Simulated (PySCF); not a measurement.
Assignment exercise: C$_{4}$H$_{15}$NOSi$_{2}$

Mapped SMILES: `[CH3:1][C:2]([CH3:3])([CH3:4])[NH:5][SiH2:6][O:7][SiH3:8]` (H(Xn): hydrogen on atom n).

- PBE0/pcSseg-1 with gauge-including orbitals
- geometry from GFN2-xTB
- code: PySCF
- one averaged value for each set of equivalent atoms, relativity neglected, no solvent, one computed conformer

Shifts are taken against calculated references (same method and geometry level): TMS for ¹³C (σref 186.93), ¹H (σref 31.72).

Question: Assign these signals to the numbered atoms. ¹³C{¹H} NMR (computed): δ 50.2, 34.4.

Answer: 
50.2 → C2, fully substituted sp3 carbon bonded to N: deshielded by the electronegative neighbour
34.4 → C1/C3/C4, methyl carbon: a saturated carbon with 1 carbon neighbour and no heteroatom attached

Question: Assign these signals to the numbered atoms. ¹H NMR (400 MHz, computed): δ 5.44 (s, 2H), 5.12 (s, 3H), 1.25 (s, 9H), 0.11 (br s, 1H).

Answer: 
| δ (ppm) | atoms | environment | reason |
| --- | --- | --- | --- |
| 5.44 | H(Si6) | hydrogen on a silicon bonded to N, O | – |
| 5.12 | H(Si8) | hydrogen on a silicon bonded to O | – |
| 1.25 | H(C1)/H(C3)/H(C4) | hydrogen on a methyl carbon | – |
| 0.11 | H(N5) | hydrogen on a nitrogen bonded to C, Si | exchangeable; this is the value without hydrogen bonding to other molecules |

The OH or NH signal is concentration- and solvent-dependent in practice; the value given is the gas-phase one. Shifts are as computed. Against solution values, carbons near 30 ppm lie about +3 ppm off and those near 130 ppm about +5 ppm. Of 1309 compounds with measured shifts, 239 miss one by over three times the rms of a fit or turn the order of signals round; such compounds aren't used in these exercises. Multiplicities follow the n + 1 count of equivalent neighbours, as no J values were calculated; m marks all less simple cases, F and P coupling included.
